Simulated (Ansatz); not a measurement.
Isolated molecules relaxed with PBE0-D4/def2-TZVP in Ansatz; ΔE leaves out vibrations. CCSD(T)/CBS is the MP2 limit (def2-TZVPP, def2-QZVPP) plus CCSD(T) − MP2 in def2-TZVPP, frozen cores. Functionals use def2-TZVPP. B3LYP here is the variant with VWN-RPA as its local correlation; programs differ in this. For Ge outer-core shells are correlated without core-valence functions, which leaves a few kJ/mol of doubt a bond. Scalar relativity is left out up to krypton. Each species was taken in one conformer, which may not be the lowest.

`C=[C](C)[GeH2][F]` + silanol → `[F][GeH2][O][SiH3]` + propene  (ligand exchange at a Ge–C bond)

```csv
level,ΔE (kcal/mol)
PBE-D4,-13.0
PBE,-13.5
r2SCAN,-15.3
B3LYP,-16.4
HF/def2-TZVPP,-20.7
MP2/def2-TZVPP,-14.8
MP2/def2-QZVPP,-14.7
HF/CBS(def2),-21.4
```

(1) What does CCSD(T)/CBS give? (An estimate is asked.)

Largest T1 diagnostic among the species: 0.012.

Results:

(1) Computed: -14.7 kcal/mol. The listed levels differ from it by 1.7, 1.2, -0.6, -1.7, -6.0, -0.1, 0.0, -6.7 kcal/mol.

The D4 term adds +0.8 kcal/mol with B3LYP and +0.4 kcal/mol with PBE0; it sums over pairs of atoms, weighted by their polarisabilities, and B3LYP, whose exchange is more repulsive, gets the larger term. In def2-TZVPP, CCSD(T) changes the Hartree–Fock value by +5.5 kcal/mol (the triples alone add +0.6 kcal/mol) and MP2 by +5.9 kcal/mol.
